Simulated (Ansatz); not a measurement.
Consider the redistribution: `COBCN` + `C[SiH](N)Cl` → `CBCN` + `CO[SiH](N)Cl`.

Program: Ansatz. Geometries: PBE0-D4/def2-TZVP. ΔE: electronic, gas phase. CCSD(T)/CBS is the MP2 limit (def2-TZVPP, def2-QZVPP) plus CCSD(T) − MP2 in def2-TZVPP, frozen cores. DFT in def2-TZVPP. One conformer a species, not always the lowest.

```tsv
species	PBE-D4 energy (Eh)
`COBCN`	-235.67351
`C[SiH](N)Cl`	-845.86602
`CBCN`	-160.45064
`CO[SiH](N)Cl`	-921.07200
```

Problem. Work out ΔE.

Solution. ΔE = (-160.45064) + (-921.07200) − (-235.67351) − (-845.86602) = 0.01689 Eh = +44.3 kJ/mol. CCSD(T)/CBS gives +37.9 kJ/mol.

Largest T1 diagnostic among the species: 0.012.

In def2-TZVPP, CCSD(T) changes the Hartree–Fock value by +9.0 kJ/mol (the triples alone add +2.0 kJ/mol) and MP2 by +7.2 kJ/mol. From PBE to PBE0 (25 % exact exchange), in def2-TZVPP and without D4, ΔE moves by −3.7 kJ/mol.
